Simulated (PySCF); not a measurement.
C2H6GeO2, SMILES CC(=O)[O][GeH3]. Atoms are numbered in the order given.

```xyz
11

Ge    -0.0335     1.3008     0.0000
O     -0.7507    -0.4016     0.0000
C      0.1510    -1.3893     0.0000
C     -0.4803    -2.7586     0.0000
O      1.3443    -1.1747     0.0000
H      0.7837     1.4970    -1.2832
H     -1.3165     2.1467     0.0000
H      0.7837     1.4970     1.2832
H      0.2981    -3.5305     0.0000
H     -1.1254    -2.8682    -0.8852
H     -1.1254    -2.8682     0.8852
```

Coordinates come from a B3LYP-D3(BJ)/def2-SVP optimisation.

All values below come from TDA-M06-2X/def2-SVPD in PySCF 2.14.0.

Vertical excitations. Gas-phase values at a fixed geometry. State labels are in the subgroup Cs.

| state | symmetry | energy (eV) | λ (nm) | f | main pairs |
|---|---|---|---|---|---|
| S1 | A" | 5.77 | 215 | 0.001 | HOMO→LUMO+2 88 % |
| S2 | A' | 7.71 | 161 | 0.026 | HOMO→LUMO 66 %, HOMO→LUMO+1 18 % |
| S3 | A" | 7.86 | 158 | 0.000 | HOMO−1→LUMO 83 % |
| S4 | A' | 8.20 | 151 | 0.024 | HOMO→LUMO+1 62 %, HOMO−1→LUMO+2 14 % |
| S5 | A' | 8.28 | 150 | 0.015 | HOMO−2→LUMO 84 % |
| S6 | A" | 8.30 | 149 | 0.000 | HOMO−4→LUMO+2 57 %, HOMO−2→LUMO+2 28 % |
| S7 | A' | 8.56 | 145 | 0.149 | HOMO−1→LUMO+2 52 %, HOMO→LUMO 20 %, HOMO→LUMO+1 8 % |
| S8 | A" | 8.66 | 143 | 0.081 | HOMO−1→LUMO+1 87 % |
| S9 | A" | 8.90 | 139 | 0.023 | HOMO−3→LUMO 68 % |
| S10 | A' | 8.99 | 138 | 0.132 | HOMO−2→LUMO+1 76 % |
| T1 | A" | 5.34 | 232 | 0 | HOMO→LUMO+2 87 % |
| T2 | A' | 6.27 | 198 | 0 | HOMO−1→LUMO+2 64 %, HOMO−3→LUMO+2 21 % |
| T3 | A" | 7.54 | 164 | 0 | HOMO−1→LUMO 76 % |
| T4 | A' | 7.56 | 164 | 0 | HOMO→LUMO 73 %, HOMO→LUMO+1 17 % |
Triplets are in the Tamm–Dancoff approximation.
